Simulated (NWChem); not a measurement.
# C4H3NO; SMILES C(#C)/C=N/C=O

```xyz
9

C     -0.2913     3.0318    -0.0062
C     -0.0395     1.8473     0.0620
C      0.2914     0.4674     0.2050
N     -0.0205    -0.4080    -0.6695
C      0.2683    -1.7447    -0.3885
O      0.0319    -2.2942     0.6543
H     -0.5251     4.0789    -0.0822
H      0.8399     0.1911     1.1256
H      0.6980    -2.2755    -1.2687
```
Atoms are numbered in this order, from 1.

Level: PBE0/def2-SVP (NWChem), optimised geometry, unscaled harmonic frequencies. 

### Question
List the harmonic frequencies with IR intensities, and the thermochemistry.

### Answer
| frequency (cm⁻¹) | IR intensity (km/mol) |
|---|---|
| 96 | 10.5 |
| 132 | 1.2 |
| 191 | 9.2 |
| 340 | 18.9 |
| 404 | 14.4 |
| 553 | 3.3 |
| 705 | 40.7 |
| 744 | 24.8 |
| 756 | 37.8 |
| 980 | 64.7 |
| 1036 | 38.8 |
| 1057 | 80.8 |
| 1136 | 80.6 |
| 1375 | 25.0 |
| 1401 | 21.3 |
| 1735 | 328.5 |
| 1843 | 241.0 |
| 2238 | 51.8 |
| 3013 | 82.6 |
| 3074 | 7.9 |
| 3483 | 76.0 |

```json
{
 "zero_point_energy": "37.6 kcal/mol",
 "thermal correction to the enthalpy at 298.15 K (with zero-point energy)": "42.0 kcal/mol",
 "heat capacity Cv": "19.7 cal/(mol K)",
 "entropy at 298.15 K and 1 atm (symmetry number 1)": "77.6 cal/(mol K)",
 "dipole_moment": "2.84 D"
}
```

Rigid rotor and harmonic oscillator; modes under 100 cm⁻¹ make the entropy uncertain.
